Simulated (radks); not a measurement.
Initial-state core-level shifts of the gold ion Au3+ when its valence configuration changes from [Xe] 4f14 5d8. All-electron calculation, Dirac Kohn-Sham, PBE, spin-unpolarised, spherical densities, finite nucleus; open shells are shared between the two j in proportion to 2j + 1; Fermi nuclear charge, rms radius 5.4371 fm. Program: a radial shooting solver on a logarithmic mesh with Libxc functionals. Shifts are changes of the shell-averaged eigenvalues in eV (positive: less bound); the change of the density at the nucleus, which sets a Mossbauer isomer shift, is in e/bohr^3, on a base of 2.143e+06.

\begin{tabular}{lrrrrr}
valence & 1s & 2s & 4s & 4p & density at nucleus \\ \hline
4f13.5 5d8 6p0.5 & -9.246 & -9.932 & -9.748 & -9.476 & +89.5 \\
4f13.5 5d8.5 & -6.310 & -6.911 & -6.792 & -6.521 & +77.2 \\
4f13.5 5d7 6s1 6p0.5 & -13.642 & -14.555 & -14.200 & -13.925 & +365.4 \\
4f13.5 5d8 6s0.5 & -8.443 & -9.150 & -8.958 & -8.687 & +206.2 \\
4f14 5d7 6s0.5 6p0.5 & -5.033 & -5.226 & -5.088 & -5.085 & +144.4 \\
4f13 5d8 6s1 & -17.118 & -18.558 & -18.107 & -17.553 & +425.0 \\
4f14 5d7 6s1 & -4.233 & -4.446 & -4.301 & -4.299 & +261.4 \\
4f14 5d7.5 6s0.5 & -2.094 & -2.198 & -2.129 & -2.128 & +127.2 \\
4f13 5d7.5 6s1.5 & -19.376 & -20.933 & -20.389 & -19.833 & +570.7 \\
\end{tabular}
